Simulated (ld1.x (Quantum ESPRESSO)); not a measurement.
Be (Z = 4): excitation energies, all-electron against PAW

beryllium, PAW, made with ld1.x (Quantum ESPRESSO) 7.5 (PBE, non-relativistic). Core none, reference 1s2 2s0 2p0 (charge +2). Waves: 1s (bound): rcut 0.65, rcutus 0.75 bohr; 2s (bound, empty): rcut 0.65, rcutus 0.75 bohr; 2p (bound, empty): rcut 1.35, rcutus 1.75 bohr; 2p channel at 0.45 Ry: rcut 1.35, rcutus 1.75 bohr; 3d channel at -0.1 Ry: rcut 1.60, rcutus 1.70 bohr; 3d channel at 0.75 Ry: rcut 1.60, rcutus 1.70 bohr. Local part: all-electron potential smoothed inside 1.75 bohr (lloc = -1). Core correction: none. Augmentation charge: PSQ, inside the norm-conserving radii.

Energies are relative to the spin-unpolarised reference configuration 1s2 2s0 2p0; without spin polarisation the order of configurations can differ from experiment.

```tsv
valence configuration	charge	ΔE all-electron (eV)	error AE − PS (meV)
1s2 2s2 2p0	0	-27.494	-1.8
1s2 2s1 2p0	+1	-17.945	-0.6
1s2 2s1.5 2p0	+0.5	-23.734	-1.2
1s2 2s0 2p1	+1	-14.039	-0.1
1s2 2s0 2p2	0	-20.247	-0.3
1s2 2s1 2p1	0	-23.884	-1.1
1s1 2s2 2p0	+1	100.767	-59
```
